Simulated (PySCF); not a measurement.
UHF on Tl+ (thallium, charge +1)

Configuration: [Xe] 4f14 5d10 6s2, closed-shell 1S. Calculation: PySCF 2.14, in ANO-RCC-VTZP (8s7p5d3f2g, 93 functions); the spin-free X2C one-electron Hamiltonian (Gaussian nucleus).

```json
{"Total energy": "-20242.577198 hartree", "One-electron energy": "-27701.9815 hartree", "Hartree (Coulomb) energy": "7840.3156 hartree", "Exchange energy": "-380.9113 hartree", "⟨S²⟩": "0.0000", "⟨L²⟩": "0.000", "Sum of ⟨r⟩": "44.26 bohr", "Sum of ⟨r²⟩": "52.56 bohr²", "Langevin diamagnetic susceptibility": "-41.6 ×10⁻⁶ cm³/mol"}
```

```tsv
shell	electrons	mean orbital energy (eV)	rms radius, mean of both spins (bohr)
1s	2	-85994.7	0.0184
2s	2	-15473.0	0.0743
2p	6	-13372.3	0.0684
3s	2	-3770.2	0.189
3p	6	-3153.0	0.192
3d	10	-2481.1	0.176
4s	2	-885.62	0.416
4p	6	-678.91	0.443
4d	10	-425.48	0.471
5s	2	-160.07	0.942
4f	14	-146.05	0.510
5p	6	-100.96	1.08
5d	10	-30.162	1.47
6s	2	-18.719	2.65
```

Spin-orbit coupling, which splits the p, d and f shells strongly at this Z, is absent.

Densities and radii are taken from the X2C orbitals without a picture-change correction, which distorts them close to the nucleus.
